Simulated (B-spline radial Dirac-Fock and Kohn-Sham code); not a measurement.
**Binding energies of Xe⁴⁺ at several levels of theory**

System: Xe⁴⁺, configuration [Kr] 4d10 5s2 5p2.

The density-functional columns are spherical, spin-unpolarised Dirac-Kohn-Sham results without Breit or QED terms: −ε is minus the orbital energy of the initial state and ΔSCF the difference of two total energies. The reference in the last column comes from ΔSCF Dirac-Fock with Breit, self-energy and vacuum polarisation, finite nucleus, configuration average. All numbers are from a radial atomic solver, in eV; a selection of levels is shown. For the 1s level of heavy atoms much of the gap between ΔSCF and the reference is the Breit and QED part, -123.4 eV here; for other levels the error of the functional can be larger.

```
level   PBE −ε  PBE ΔSCF   LDA −ε  LDA ΔSCF  Dirac-Fock
   1s  34392.4   34765.7  34355.0   34727.2     34614.8
   2s   5390.9    5459.6   5386.3    5455.2      5509.5
2p1/2   5067.9    5153.3   5066.1    5151.6      5158.2
2p3/2   4743.2    4822.8   4741.9    4821.6      4837.8
   3s   1140.4    1165.2   1139.1    1163.9      1201.6
3p1/2   1006.1    1031.7   1005.7    1031.4      1055.5
3p3/2    944.4     969.1    944.1     968.9       993.4
3d3/2    708.1     735.6    708.4     735.9       739.4
3d5/2    695.0     722.2    695.4     722.6       726.7
   4s    244.2     256.4    243.8     256.1       271.8
4p1/2    196.6     208.5    196.5     208.4       218.1
4p3/2    184.2     195.9    184.0     195.7       205.7
4d3/2    107.1     117.9    107.2     118.1       117.2
4d5/2    105.1     115.9    105.2     116.0       115.3
   5s    61.71     68.04    62.14     68.52       66.44
   5p    47.84     53.48    48.21     53.90       52.67
```

Question: Order the estimates of the K (1s) level by their distance from the Dirac-Fock value, nearest first.
A. LDA −ε
B. PBE ΔSCF
C. PBE −ε
D. LDA ΔSCF

Answer: D (112.4 eV), B (151.0 eV), C (222.3 eV), A (259.8 eV).

Values without a named source are computed, but for edge energies of neutral atoms, which are taken from tables.
